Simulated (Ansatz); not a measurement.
Basis sets compared for Cu5⁺ (the lowest singlet isomer of a short search). Total charge 1; singlet. Geometry PBE-D4/def2-SVP. Ansatz on 4 threads of Arm Neoverse V2 on a shared host; times are rough, and most runs start from earlier orbitals.

```xyz
5

Cu   -0.480   -2.278   -0.416
Cu    1.841    1.473    0.184
Cu   -1.616   -0.688   -1.583
Cu    0.000    0.000    0.000
Cu    0.255    1.494    1.816
```

The structure comes from a short search, and lower isomers may exist.

```csv
level,functions,energy (Eh),HOMO (eV),LUMO (eV),wall time
PBE-D4/def2-SVP,155,-8200.0376,-8.85,-7.03,2.2 s
PBE0-D4/def2-SVP,155,-8200.0473,-9.84,-6.05,3.9 s
```

Question: Estimate the rows for PBE-D4/def2-TZVP, PBE0-D4/def2-TZVP.

Answer: 
```tsv
level	functions	energy (Eh)	HOMO (eV)	LUMO (eV)	wall time
PBE-D4/def2-TZVP	225	-8201.2884	-9.56	-7.48	3.6 s
PBE0-D4/def2-TZVP	225	-8201.2532	-10.33	-6.42	8.5 s
```
